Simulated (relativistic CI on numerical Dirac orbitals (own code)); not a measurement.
d1 in a ligand field

Computed with a parametric ligand-field model of a d^n configuration (Racah B and C, spin-orbit zeta, crystal field), exact diagonalisation.

Field parameters in Wybourne normalisation: Oh B⁴₀ = 21Dq, B⁴₄ = √(5/14) B⁴₀. The field is a parameter set, without covalency.

B = 800 cm⁻¹, C = 4020 cm⁻¹ (C/B = 5.03), Oh, no spin-orbit coupling. Tanabe-Sugano data, E/B above the lowest term (Δ = |10Dq|; b, c mark the second and third term of a kind):

```csv
Δ/B,2T2,2E
1.0,0.00,1.00
3.0,0.00,3.00
5.0,0.00,5.00
7.0,0.00,7.00
9.0,0.00,9.00
11.0,0.00,11.00
13.0,0.00,13.00
15.0,0.00,15.00
17.0,0.00,17.00
19.0,0.00,19.00
21.0,0.00,21.00
23.0,0.00,23.00
25.0,0.00,25.00
27.0,0.00,27.00
29.0,0.00,29.00
31.0,0.00,31.00
33.0,0.00,33.00
35.0,0.00,35.00
37.0,0.00,37.00
39.0,0.00,39.00
41.0,0.00,41.00
43.0,0.00,43.00
45.0,0.00,45.00
47.0,0.00,47.00
```

The ground term stays 2T2.
